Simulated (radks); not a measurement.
Results of a calculation; reference values are marked as such.
Species: the platinum ion Pt2+. Configuration: [Xe] 4f14 5d7 6p1 (not the ground configuration).

Level of theory: scalar-relativistic Kohn-Sham, SCAN, spin-unpolarised, spherical densities, finite nucleus; meta-GGA in the generalised Kohn-Sham scheme; Fermi nuclear charge, rms radius 5.427 fm (a radial shooting solver on a logarithmic mesh with Libxc functionals).

Energy parts (hartree):
total: -18410.8896
kinetic: 20524.4590
electron-nucleus: -45670.6662
Hartree: 7089.9427
exchange-correlation: -354.6252

Orbitals (lengths in bohr, moments of r in powers of bohr):
orbital  occ.  eigenvalue (hartree)   <1/r>       <r^4>
1s          2             -2885.572   93.92   4.524e-07
2s          2             -508.7693   22.04  0.00006655
2p          6             -440.9840   19.67  0.00005369
3s          2             -120.7152   8.174    0.002407
3p          6             -100.8580   7.470    0.002640
3d         10             -79.26759   7.027    0.002039
4s          2             -26.93278   3.489     0.05443
4p          6             -20.39102   3.158     0.07267
4d         10             -12.41265   2.826      0.1021
5s          2              -4.77899   1.417       1.492
4f         14              -3.58380   2.390      0.2194
5p          6              -3.05997   1.209       2.741
5d          7              -1.10639  0.8658       11.94
6p          1              -0.58137  0.4115       163.1

The highest occupied level is 6p at -15.820 eV. The density falls to 0.001 e/bohr^3 at r = 4.10 bohr. The electron density at the nucleus is 2.116e+06 e/bohr^3 (large components only).
